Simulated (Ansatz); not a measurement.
Ideal-gas functions of B₂FH₃OSi, SMILES `FB1BO[SiH2]1` at 298.15 K and 1 bar, from an Ansatz frequency run at PBE0-D4/def2-TZVP.

Molar mass 87.73 g/mol, point group Cs (symmetry number 1), electronic degeneracy 1, moments of inertia 69.555, 159.599, 223.304 u Å². Harmonic wavenumbers (cm⁻¹, unscaled): 122, 288, 296, 472, 527, 532, 683, 729, 776, 818, 846, 959, 1067, 1276, 1426, 2206, 2215, 2621.

Use S(trans) = R[1.5 ln M + 2.5 ln T − 1.1517]; rotational temperatures θ = 24.2544 K / I; S(rot) = R[ln(√π/σ · √(T³/θAθBθC)) + 1.5]; for each mode x = 1.438777 ν̃/T, S = R[x/(eˣ − 1) − ln(1 − e⁻ˣ)] and H = RT x/(eˣ − 1); 1 cm⁻¹ = 0.0119627 kJ/mol; R = 8.31446 J/(mol·K).

Problem. By hand: the entropy, in J/(mol·K).

Solution. Translation 164.7. Rotation: θ = 0.3487, 0.152, 0.1086 K, giving 109.7. Vibration, mode by mode: 12.84, 6.22, 6.02, 3.06, 2.49, 2.44, 1.37, 1.14, 0.95, 0.81, 0.72, 0.46, 0.30, 0.13, 0.07, 0.00, 0.00, 0.00, in all 39.0. Electronic 0.0. Sum 313.4 J/(mol·K).

Problem. By hand: H − E and G − E in kJ/mol, counted from the electronic energy.

Solution. Zero-point energy ½ × 17859 × 0.0119627 = 106.8; thermal vibration 7.2; translation, rotation and pV give 4 RT = 9.9. H − E = 123.9 kJ/mol, and G − E = 123.9 − 298.15 × 313.4/1000 = 30.5 kJ/mol.

Vibration gives 12 % of the entropy, 12.8 J/(mol·K) of it from the mode under 150 cm⁻¹: soft modes count most, and the harmonic formula is weakest for them.
